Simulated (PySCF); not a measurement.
Protons, H atoms and electrons added to or taken from C[GeH3]. Isolated molecules, 0 K electronic values unless said otherwise. Strings in code marks are SMILES.

Quantity: electronic energy of isomers of CH5Ge (charge -1) relative to `[CH3][GeH2-]`, in kcal/mol.

Case: `[CH2-][GeH3]` (not the most acidic site). Geometry of `[CH2-][GeH3]` (charge -1, multiplicity 1, Å):

```xyz
7

C      1.2112     0.3470     0.2290
Ge    -0.6192    -0.0498     0.0055
H      1.7619    -0.5323     0.5905
H      1.6572     0.6856    -0.7164
H     -1.2347    -1.1649    -0.9840
H     -1.3131    -0.4887     1.3453
H     -1.4571     1.1946    -0.4622
```

### Question
Give the electronic energy of isomers of CH5Ge (charge -1) relative to `[CH3][GeH2-]` at the level ωB97X-D3(BJ)/def2-TZVPD // PBE0-D3(BJ)/def2-TZVPD (PySCF).

### Answer
29.6 kcal/mol.
